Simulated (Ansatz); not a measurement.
Ansatz (an electronic-structure program) input (B3LYP/6-31G*):

Ansatz 0.2 input:
```yaml
crystal:
  periodic: [false, false, false]
  atoms:
    - {symbol: Al, position_ang: [-0.15526539, -0.72569440, -0.28210757]}
    - {symbol: C, position_ang: [0.39017292, 1.03799155, 0.41475884]}
    - {symbol: H, position_ang: [-0.08535335, 1.20433579, 1.38767278]}
    - {symbol: H, position_ang: [0.02484031, 1.82089132, -0.25900463]}
    - {symbol: H, position_ang: [1.46645436, 1.16248934, 0.53339726]}
    - {symbol: H, position_ang: [-1.72852874, -0.98163855, -0.48322008]}
basis:
  gaussian:
    orbitals: 6-31G*
hamiltonian:
  xc: {name: B3LYP}
magnetization: {spin_polarized: true, initial_magnetization: 1}
relax: {f_tol: 0.003, max_steps: 120}
```

Output:

```
WARN ansatz: RAYON_NUM_THREADS=1 ignored (pool sized by the plan → 1); use --threads N
Functional definition: B3LYP
integrals: 0.01 GiB planned
469 factors; integrals over basis functions are off by at most 6.5e-4 eV
mean field: 0.13 GiB planned
mean field evaluation 1: about -7692.5070 eV, gradient 3.3e1 eV
mean field evaluation 2: about -7686.5929 eV, gradient 4.3e1 eV
mean field evaluation 4: about -7697.9561 eV, gradient 6.3e-1 eV
mean field evaluation 8: about -7697.9617 eV, gradient 6.2e-3 eV
mean field evaluation 16: about -7697.9617 eV, gradient 2.8e-5 eV
mean field -7697.96171489 eV, -282.8948751563 hartree, gradient 2.8e-5 eV, S^2 0.751268; 0 other end points of the search recorded, 0 dependent functions left out
the calculation of the forces begins
reference -7697.96192529 eV, -282.8948828884 hartree; 12, 11 occupied and 30, 31 virtual orbitals, 469 factors
relax step   1: F+E_penalty+E_count = -7697.96171489 eV  Δ(F+E_penalty+E_count) = +0.000e0 eV  max|allowed force component| = 1.260e-1 eV/Å  Δτ_max = 0.0000 Å  (27 SCF iters, accepted)
these checks for a lower state are left out or cut short: starts, cluster_reference, orbital_swaps, neighbouring_geometries, increment
integrals: 0.01 GiB planned
469 factors; integrals over basis functions are off by at most 6.5e-4 eV
mean field: 0.13 GiB planned
mean field -7697.96373131 eV, -282.8949492586 hartree, gradient 1.9e-5 eV, S^2 0.751301; 0 other end points of the search recorded, 0 dependent functions left out
the calculation of the forces begins
reference -7697.96394183 eV, -282.8949569949 hartree; 12, 11 occupied and 30, 31 virtual orbitals, 469 factors
relax step   2: F+E_penalty+E_count = -7697.96373131 eV  Δ(F+E_penalty+E_count) = -2.016e-3 eV  max|allowed force component| = 4.459e-2 eV/Å  Δτ_max = 0.0110 Å  (24 SCF iters, accepted)
these checks for a lower state are left out or cut short: starts, cluster_reference, orbital_swaps, neighbouring_geometries, increment
integrals: 0.01 GiB planned
469 factors; integrals over basis functions are off by at most 6.5e-4 eV
mean field: 0.13 GiB planned
mean field -7697.96394977 eV, -282.8949572867 hartree, gradient 1.5e-5 eV, S^2 0.751312; 0 other end points of the search recorded, 0 dependent functions left out
the calculation of the forces begins
reference -7697.96416035 eV, -282.8949650253 hartree; 12, 11 occupied and 30, 31 virtual orbitals, 469 factors
relax step   3: F+E_penalty+E_count = -7697.96394977 eV  Δ(F+E_penalty+E_count) = -2.185e-4 eV  max|allowed force component| = 8.800e-3 eV/Å  Δτ_max = 0.0065 Å  (23 SCF iters, accepted)
these checks for a lower state are left out or cut short: starts, cluster_reference, orbital_swaps, neighbouring_geometries, increment
integrals: 0.01 GiB planned
469 factors; integrals over basis functions are off by at most 6.5e-4 eV
mean field: 0.13 GiB planned
mean field evaluation 32: about -7697.9639 eV, gradient 1.8e-2 eV
mean field -7697.96395266 eV, -282.8949573927 hartree, gradient 1.7e-5 eV, S^2 0.751313; 0 other end points of the search recorded, 0 dependent functions left out
the calculation of the forces begins
reference -7697.96416324 eV, -282.8949651316 hartree; 12, 11 occupied and 30, 31 virtual orbitals, 469 factors
relax step   4: F+E_penalty+E_count = -7697.96395266 eV  Δ(F+E_penalty+E_count) = -2.885e-6 eV  max|allowed force component| = 2.189e-3 eV/Å  Δτ_max = 0.0008 Å  (19 SCF iters, accepted)
integrals: 0.01 GiB planned
469 factors; integrals over basis functions are off by at most 6.5e-4 eV
mean field: 0.13 GiB planned
mean field -7697.96395266 eV, -282.8949573927 hartree, gradient 1.7e-5 eV, S^2 0.751313; 1 other end points of the search recorded, 0 dependent functions left out
the calculation of the forces begins
reference -7697.96416324 eV, -282.8949651316 hartree; 12, 11 occupied and 30, 31 virtual orbitals, 469 factors
Total energy: -7697.96416324 eV, -282.8949651316 hartree
Atom 0 at    -0.155867    -0.733245    -0.284975 Å, force    -0.001124     0.001009     0.000303 eV/Å
Atom 1 at     0.389738     1.040734     0.415757 Å, force    -0.000415     0.002189     0.000792 eV/Å
Atom 2 at    -0.082386     1.213128     1.393564 Å, force     0.000769    -0.000845    -0.001133 eV/Å
Atom 3 at     0.028088     1.831254    -0.257308 Å, force     0.000667    -0.001413     0.000384 eV/Å
Atom 4 at     1.470627     1.161480     0.533298 Å, force    -0.000120    -0.000055    -0.000029 eV/Å
Atom 5 at    -1.737880    -0.994975    -0.488839 Å, force     0.000223    -0.000886    -0.000317 eV/Å
Dipole moment:     0.097002     0.090624     0.040423 e Å
```
